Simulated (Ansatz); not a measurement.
Gas-phase electronic energies from Ansatz, PBE0-D4/def2-TZVP geometries. CCSD(T)/CBS adds triple-zeta CCSD(T) − MP2 to the extrapolated MP2 energy (def2 sets, frozen cores). Functionals use def2-TZVPP. For Mg outer-core shells are correlated without core-valence functions, which leaves a few kJ/mol of doubt a bond. One conformer a species, not always the lowest.

`C[N](C)[AlH][SH]` + `C[O][Mg][OH]` → `C[O][Mg][O]C` + `C[NH][AlH][SH]`  (substitution at a C–N bond)

```
           species  BLYP energy (Eh)
`C[N](C)[AlH][SH]`        -776.46389
    `C[O][Mg][OH]`        -391.15673
    `C[O][Mg][O]C`        -430.44140
  `C[NH][AlH][SH]`        -737.17231
```

**Question.** Work out ΔE.

**Answer.** ΔE = (-430.44140) + (-737.17231) − (-776.46389) − (-391.15673) = 0.00691 Eh = +4.3 kcal/mol. CCSD(T)/CBS gives +7.2 kcal/mol.

Largest T1 diagnostic among the species: 0.012.

At CCSD(T), def2-SVP lies −2.1 kcal/mol from the extrapolated value and def2-TZVPP −0.1 kcal/mol. Leaving LDA and LC-ωPBE aside and taking each functional with its dispersion term where it has one, the values, not all of them listed here, spread over 1.9 kcal/mol, from BHLYP-D4 to revPBE-D4. LDA lies +2.1 kcal/mol from PBE without D4. In def2-TZVPP, CCSD(T) changes the Hartree–Fock value by +4.3 kcal/mol (the triples alone add +0.6 kcal/mol) and MP2 by +5.7 kcal/mol.
